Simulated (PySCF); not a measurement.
PySCF input file for 3-silyloxypropanenitrile (C3H7NOSi), SMILES [SiH3]OCCC#N, PBE-D3(BJ)/def2-SVP. The structure is a stationary point at PBE-D3(BJ)/def2-SVP. Other conformers were not sampled.

```python
import numpy as np
from pyscf import gto, scf, dft, df
from pyscf.hessian import thermo

mol = gto.M(
    atom='''
    N    -0.55149188   -3.65126737   -0.00000000
    C     0.02444674   -2.63155414   -0.00000000
    C     0.70732803   -1.34114820   -0.00000000
    C    -0.26704872   -0.15231505   -0.00000000
    O     0.50348506    1.03088032    0.00000000
    Si   -0.19222729    2.56937963    0.00000000
    H     1.36578175   -1.27017034   -0.89128279
    H     1.36578175   -1.27017034    0.89128279
    H    -0.92716660   -0.21352711    0.89745991
    H    -0.92716660   -0.21352711   -0.89745991
    H    -1.04884185    2.76447555    1.22461537
    H    -1.04884185    2.76447555   -1.22461537
    H     0.95584196    3.52906230    0.00000000
    ''',
    basis='def2-SVP',
    charge=0,
    spin=0,
    max_memory=1600,
    verbose=3,
)
mf = dft.RKS(mol, xc='pbe').density_fit(auxbasis='def2-universal-jkfit')
mf.disp = 'd3bj'
mf.grids.level = 3
mf.conv_tol = 1e-11
mf.max_cycle = 100
mf.kernel()

# [left out here: the lines that compute and print the analytic Hessian (its translational invariance restored by hand, since the grid's response is missing), thermochemistry and intensities]
```

It prints:

```
converged SCF energy = -537.275347244255

WARN: DFTD3 does not support analytical Hessian, using finite difference


WARN: Mole.unit (angstrom) is changed to Bohr

Mode                                 0                   1                   2
Irrep
Freq [cm^-1]                       42.8294             84.2949             97.0494
Reduced mass [au]                   3.0331              1.7213              5.3800
Force const [Dyne/A]                0.0033              0.0072              0.0299
Char temp [K]                      61.6219            121.2816            139.6324
Normal mode                   x     y     z       x     y     z       x     y     z
       0   N                -0.00  0.00 -0.05    0.00 -0.00 -0.10    0.12 -0.10  0.00
       1   C                -0.00  0.00 -0.04    0.00 -0.00  0.01    0.00 -0.03 -0.00
       2   C                 0.00 -0.00 -0.04   -0.00  0.00  0.12   -0.08  0.01 -0.00
       3   C                 0.00  0.00  0.15   -0.00 -0.00  0.06   -0.10  0.00 -0.00
       4   O                 0.00  0.00  0.12   -0.00 -0.00 -0.07   -0.08 -0.01  0.00
       5  Si                -0.00 -0.00 -0.07    0.00  0.00 -0.01    0.07  0.05 -0.00
       6   H                -0.10  0.06 -0.11    0.07  0.03  0.17   -0.08  0.04  0.00
       7   H                 0.10 -0.06 -0.11   -0.07 -0.03  0.17   -0.08  0.04 -0.00
       8   H                 0.11 -0.05  0.22    0.02  0.07  0.08   -0.10  0.01  0.00
       9   H                -0.11  0.05  0.22   -0.02 -0.07  0.08   -0.10  0.01 -0.00
      10   H                -0.03  0.16 -0.11    0.32  0.10  0.20    0.09  0.15  0.00
      11   H                 0.03 -0.16 -0.11   -0.32 -0.10  0.20    0.09  0.15 -0.00
      12   H                -0.00  0.00 -0.16    0.00 -0.00 -0.39    0.17 -0.07  0.00
Mode                                 3                   4                   5
Irrep
Freq [cm^-1]                      146.1190            210.2405            322.4676
Reduced mass [au]                   1.6865              4.7313              5.4244
Force const [Dyne/A]                0.0212              0.1232              0.3323
Char temp [K]                     210.2327            302.4892            463.9591
Normal mode                   x     y     z       x     y     z       x     y     z
       0   N                 0.00 -0.00 -0.05   -0.07  0.09 -0.00    0.03  0.10 -0.00
       1   C                -0.00  0.00  0.02    0.10 -0.01 -0.00    0.05  0.08  0.00
       2   C                -0.00  0.00  0.05    0.10 -0.01  0.00   -0.05  0.10 -0.00
       3   C                 0.00  0.00  0.11   -0.02 -0.09  0.00   -0.10  0.02 -0.00
       4   O                 0.00  0.00 -0.12   -0.13 -0.03 -0.00    0.01 -0.07  0.00
       5  Si                -0.00 -0.00 -0.00    0.02  0.03 -0.00    0.03 -0.10  0.00
       6   H                -0.05  0.03  0.01    0.09  0.03 -0.00   -0.05  0.18  0.00
       7   H                 0.05 -0.03  0.01    0.09  0.03  0.00   -0.05  0.18 -0.00
       8   H                 0.14  0.08  0.22   -0.01 -0.17 -0.00   -0.10  0.05  0.00
       9   H                -0.14 -0.08  0.22   -0.01 -0.17  0.00   -0.10  0.05 -0.00
      10   H                -0.23 -0.24 -0.13    0.05  0.14  0.00    0.02 -0.12 -0.00
      11   H                 0.23  0.24 -0.13    0.05  0.14 -0.00    0.02 -0.12  0.00
      12   H                -0.00  0.00  0.39    0.14 -0.11  0.00    0.02 -0.08 -0.00
Mode                                 6                   7                   8
Irrep
Freq [cm^-1]                      379.6669            506.1936            681.4458
Reduced mass [au]                   3.4882              6.5097              1.1961
Force const [Dyne/A]                0.2962              0.9827              0.3273
Char temp [K]                     546.2562            728.2999            980.4488
Normal mode                   x     y     z       x     y     z       x     y     z
       0   N                 0.00  0.00  0.11   -0.09 -0.01  0.00   -0.00 -0.00  0.00
       1   C                 0.00  0.00 -0.22    0.18 -0.15 -0.00    0.00 -0.00 -0.00
       2   C                -0.00  0.00  0.04   -0.05 -0.00  0.00   -0.00  0.00  0.00
       3   C                -0.00  0.00  0.03   -0.06  0.05 -0.00    0.00  0.00  0.01
       4   O                -0.00 -0.00 -0.01    0.05  0.02  0.00    0.00  0.00  0.07
       5  Si                 0.00 -0.00 -0.00   -0.00  0.02  0.00   -0.00 -0.00 -0.06
       6   H                 0.20  0.18  0.20   -0.04  0.11  0.02   -0.04  0.01 -0.02
       7   H                -0.20 -0.18  0.20   -0.04  0.11 -0.02    0.04 -0.01 -0.02
       8   H                 0.01  0.02  0.04   -0.06  0.11  0.00   -0.07 -0.00 -0.04
       9   H                -0.01 -0.02  0.04   -0.06  0.11 -0.00    0.07  0.00 -0.04
      10   H                -0.00 -0.01  0.00   -0.02 -0.05 -0.00    0.23 -0.56  0.20
      11   H                 0.00  0.01  0.00   -0.02 -0.05  0.00   -0.23  0.56  0.20
[...]
       1   C                -0.00  0.00 -0.02    0.00 -0.01 -0.00   -0.01  0.01  0.00
       2   C                -0.00 -0.00 -0.06    0.00  0.07 -0.00   -0.07 -0.03  0.00
       3   C                 0.00 -0.00  0.03    0.03 -0.13  0.00   -0.00  0.00 -0.00
       4   O                -0.00 -0.00  0.02   -0.02 -0.00 -0.00    0.00  0.01 -0.00
       5  Si                -0.00  0.00  0.00   -0.00  0.01  0.00    0.00 -0.00 -0.00
       6   H                 0.14 -0.31  0.02    0.07 -0.16  0.03    0.51  0.11  0.42
       7   H                -0.14  0.31  0.02    0.07 -0.16 -0.03    0.51  0.11 -0.42
       8   H                -0.06  0.59  0.01   -0.13  0.54 -0.08   -0.04 -0.03 -0.03
       9   H                 0.06 -0.59  0.01   -0.13  0.54  0.08   -0.04 -0.03  0.03
      10   H                -0.00  0.01  0.00    0.00 -0.02  0.02    0.00  0.00 -0.00
      11   H                 0.00 -0.01  0.00    0.00 -0.02 -0.02    0.00  0.00  0.00
      12   H                -0.00  0.00 -0.01    0.01 -0.01 -0.00   -0.00  0.00  0.00
Mode                                24                  25                  26
Irrep
Freq [cm^-1]                     1448.0172           2151.1430           2153.0261
Reduced mass [au]                   1.0835              1.0268              1.0517
Force const [Dyne/A]                1.3386              2.7995              2.8723
Char temp [K]                    2083.3743           3095.0158           3097.7252
Normal mode                   x     y     z       x     y     z       x     y     z
       0   N                -0.00 -0.00 -0.00    0.00  0.00  0.00    0.00  0.00 -0.00
       1   C                -0.00  0.00 -0.00   -0.00 -0.00  0.00   -0.00 -0.00 -0.00
       2   C                -0.01  0.01 -0.00   -0.00 -0.00  0.00   -0.00 -0.00 -0.00
       3   C                -0.07 -0.02  0.00    0.00  0.00  0.00    0.00  0.00 -0.00
       4   O                -0.01 -0.01  0.00    0.00 -0.00 -0.00    0.00 -0.00  0.00
       5  Si                -0.00  0.00  0.00    0.02 -0.01 -0.00    0.00 -0.00  0.04
       6   H                 0.05 -0.03  0.04   -0.00  0.00 -0.00    0.00 -0.00  0.00
       7   H                 0.05 -0.03 -0.04   -0.00  0.00  0.00   -0.00  0.00  0.00
       8   H                 0.51  0.15  0.41    0.00 -0.01 -0.01    0.00  0.00  0.00
       9   H                 0.51  0.15 -0.41    0.00 -0.01  0.01   -0.00 -0.00  0.00
      10   H                -0.00 -0.01  0.01   -0.39  0.09  0.57    0.40 -0.09 -0.56
      11   H                -0.00 -0.01 -0.01   -0.39  0.09 -0.57   -0.40  0.09 -0.56
      12   H                 0.01 -0.00 -0.00    0.07  0.06 -0.00    0.00  0.00  0.02
Mode                                27                  28                  29
Irrep
Freq [cm^-1]                     2213.7182           2299.9778           2919.6486
Reduced mass [au]                   1.0440             12.6042              1.0573
Force const [Dyne/A]                3.0144             39.2837              5.3102
Char temp [K]                    3185.0476           3309.1560           4200.7243
Normal mode                   x     y     z       x     y     z       x     y     z
       0   N                 0.00  0.00 -0.00   -0.08 -0.14  0.00    0.00  0.00 -0.00
       1   C                -0.00 -0.00 -0.00    0.11  0.20  0.00   -0.00 -0.00 -0.00
       2   C                -0.00 -0.00 -0.00   -0.01 -0.03  0.00    0.00  0.00 -0.00
       3   C                 0.00  0.00  0.00   -0.00 -0.00  0.00   -0.06 -0.00  0.00
       4   O                -0.00 -0.00 -0.00    0.00  0.00 -0.00   -0.00 -0.00  0.00
       5  Si                -0.03 -0.02 -0.00    0.00 -0.00  0.00   -0.00  0.00  0.00
       6   H                -0.00 -0.00  0.00   -0.01 -0.01 -0.00   -0.02 -0.00  0.03
       7   H                -0.00 -0.00 -0.00   -0.01 -0.01  0.00   -0.02 -0.00 -0.03
       8   H                 0.00  0.00 -0.00   -0.00  0.00 -0.00    0.39  0.03 -0.56
       9   H                 0.00  0.00  0.00   -0.00  0.00  0.00    0.39  0.03  0.56
      10   H                 0.02 -0.01 -0.05   -0.00  0.00  0.00    0.00 -0.00 -0.00
      11   H                 0.02 -0.01  0.05   -0.00  0.00 -0.00    0.00 -0.00  0.00
      12   H                 0.75  0.62 -0.00    0.00  0.00 -0.00    0.00 -0.00 -0.00
Mode                                30                  31                  32
Irrep
Freq [cm^-1]                     2965.6223           2989.9194           3044.4335
Reduced mass [au]                   1.1094              1.0603              1.1052
Force const [Dyne/A]                5.7488              5.5845              6.0355
Char temp [K]                    4266.8702           4301.8283           4380.2620
Normal mode                   x     y     z       x     y     z       x     y     z
       0   N                 0.00 -0.00  0.00   -0.00 -0.00 -0.00   -0.00 -0.00 -0.00
       1   C                 0.00 -0.00  0.00    0.00  0.00  0.00    0.00  0.00 -0.00
       2   C                 0.00  0.00  0.01    0.07  0.01  0.00    0.00  0.00 -0.09
       3   C                -0.00 -0.00 -0.09    0.00  0.00  0.00   -0.00  0.00 -0.01
       4   O                -0.00 -0.00  0.00   -0.00 -0.00  0.00   -0.00  0.00  0.00
       5  Si                -0.00 -0.00  0.00    0.00 -0.00 -0.00   -0.00  0.00  0.00
       6   H                 0.05  0.01 -0.07   -0.39 -0.05  0.56   -0.40 -0.04  0.53
       7   H                -0.05 -0.01 -0.07   -0.39 -0.05 -0.56    0.40  0.04  0.53
       8   H                -0.39 -0.03  0.53   -0.02 -0.00  0.03   -0.05 -0.00  0.07
       9   H                 0.39  0.03  0.53   -0.02 -0.00 -0.03    0.05  0.00  0.07
      10   H                -0.00  0.00  0.00   -0.00  0.00  0.00   -0.00  0.00  0.00
      11   H                 0.00 -0.00  0.00   -0.00  0.00 -0.00    0.00 -0.00  0.00
      12   H                -0.00 -0.00  0.00   -0.00 -0.00  0.00   -0.00  0.00  0.00
temperature 298.1500 [K]
pressure 101325.00 [Pa]
Rotational constants [GHz] 16.27737 0.95089 0.91882
Symmetry number 1
Zero-point energy (ZPE) 0.09178 [Eh]   240968.059 [J/mol]
                           tot       elec      trans        rot        vib
Entropy [J/mol/K]       374.039      0.000    166.326    115.126     92.587
Cv [J/mol/K]            111.722      0.000     12.472     12.472     86.779
Cp [J/mol/K]            120.036      0.000     20.786     12.472     86.779
Internal energy [J/mol]                      3718.434   3718.434 254726.708
Internal energy [Eh]   -537.17549  -537.27535
Enthalpy [J/mol]                             6197.391   3718.434 254726.708
Enthalpy [Eh]          -537.17455
Gibbs free energy [J/mol]                  -43392.820 -30606.303 227121.917
Gibbs free energy [Eh] -537.21703
mode   freq/cm-1   IR/(km/mol)
   1       42.83         0.077
   2       84.29         6.430
   3       97.05         3.534
   4      146.12         5.163
   5      210.24         5.347
   6      322.47         0.585
   7      379.67         0.004
   8      506.19         3.727
   9      681.45        48.260
  10      707.42        43.978
  11      770.43         0.007
  12      789.78        31.919
  13      895.96        60.760
  14      915.03       135.327
  15      945.06       270.194
  16      957.27        26.805
  17     1035.53         1.975
  18     1039.83         1.809
  19     1131.61       269.931
  20     1176.99         0.848
  21     1243.72         0.175
  22     1262.14         0.250
  23     1370.15        39.351
  24     1389.97         5.632
  25     1448.02         6.062
  26     2151.14        75.762
  27     2153.03       133.416
  28     2213.72        93.225
  29     2299.98        12.071
  30     2919.65        30.677
  31     2965.62        25.567
  32     2989.92         2.177
  33     3044.43         1.214
max |gradient| / (hartree/bohr): 5.2865132142567155e-05
APT charges: [-0.2773  0.0964  0.0265  0.641  -1.0154  1.3594  0.0314  0.0314 -0.0578
 -0.0578 -0.2707 -0.2707 -0.2365]
```

Self-consistency was reached.
